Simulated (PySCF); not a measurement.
A TDDFT job was run through a driver script with this input:

```
{"job": {"kind": "uv", "xc": "wB97X-D", "basis": "def2-SVPD", "ip": true, "dynamic": false}, "charge": 0, "multiplicity": 1}
C     -1.916108    -1.005650     0.203699
Si    -0.574131     0.007642     1.003191
N     -0.658121     1.634834     0.446521
O      0.888243    -0.726231     0.634703
Si     2.299365    -0.248225    -0.084807
H     -2.913624    -0.654367     0.507638
H     -1.846766    -0.941524    -0.894114
H     -1.816970    -2.065921     0.481340
H     -0.672565     0.045586     2.489334
H     -0.822427     1.867676    -0.525522
H     -0.213388     2.396594     0.943843
H      2.068478     0.173317    -1.502612
H      3.247165    -1.398478    -0.075467
H      2.923956     0.899836     0.644600
```

The program printed, after the SCF cycles:

```
converged SCF energy = -752.2436997569

Static polarisability (au): isotropic 75.880, principal 70.135 74.206 83.297

Singlet excitations
state   eV       nm        f      main configurations
  1   6.9422    178.6   0.06865   H->L 0.75, H->L+3 0.15
  2   7.5385    164.5   0.00029   H-1->L 0.62, H-1->L+1 0.19
  3   7.8611    157.7   0.01087   H-2->L 0.30, H->L+1 0.27, H-2->L+1 0.16
  4   8.2571    150.2   0.02374   H->L+2 0.40, H-1->L+1 0.20, H-1->L 0.10
  5   8.2874    149.6   0.02814   H-1->L+1 0.35, H->L+2 0.24, H-1->L 0.17
  6   8.3592    148.3   0.04336   H->L+1 0.24, H-2->L 0.23, H-2->L+1 0.15
  7   8.4900    146.0   0.00257   H->L+4 0.35, H->L+2 0.14, H->L+8 0.09
  8   8.6880    142.7   0.11354   H-1->L+2 0.41, H->L+1 0.11, H->L+3 0.09
  9   8.7237    142.1   0.06117   H-1->L+2 0.26, H-1->L+3 0.17
 10   8.7403    141.9   0.05631   H-1->L+3 0.27, H-1->L+6 0.12, H-2->L+1 0.11

Triplet excitations (Tamm-Dancoff, eV): 6.6666 7.2768 7.5237 7.9218
Vertical ionisation energy (delta-SCF) = 10.0037 eV
```

Computed with TDDFT wB97X-D/def2-SVPD, vertical, gas phase, core orbitals frozen in the response (PySCF 2.14.0, density-fitted response routines). Geometry: PBE0-D3(BJ)/def2-SVP, one conformer, isolated molecule.

(1) What is the polarisability anisotropy, √(½[(α1 − α2)² + (α2 − α3)² + (α3 − α1)²])?

(2) Give the energy of state 9 in hartree, cm⁻¹ and kJ/mol.

(3) What share of the summed oscillator strength falls to the strongest level in this window?

(4) What is the gap between the lowest singlet and the lowest triplet?

(5) Give the mean polarisability in Å³.

(6) Write the structure that the coordinates describe.

## Answers

(1) 11.67 au.

(2) 0.32059 hartree, 70361 cm⁻¹, 841.7 kJ/mol.

(3) State 8 at 143 nm: 0.1135 of 0.4086, or 28%.

(4) 6.9422 − 6.6666 = 0.2756 eV (full response against Tamm–Dancoff).

(5) 75.88 au × 0.148185 = 11.24 Å³.

(6) `C[Si@H](N)O[SiH3]` (CH9NOSi2), point group C1.

H and L stand for HOMO and LUMO.

Conformer computed: `[CH3:1][Si@H:2]([NH2:3])[O:4][SiH3:5]`: C1–Si2–O4–Si5 124°, H–N3–Si2–C1 -42°, H–N3–Si2–C1 162°.

Note: wB97X-D ran without an empirical dispersion term, which enters the total energy and its gradient alone.

Without π bonds the low states are Rydberg-like; a valence basis with one diffuse set may place them up to an eV too high.
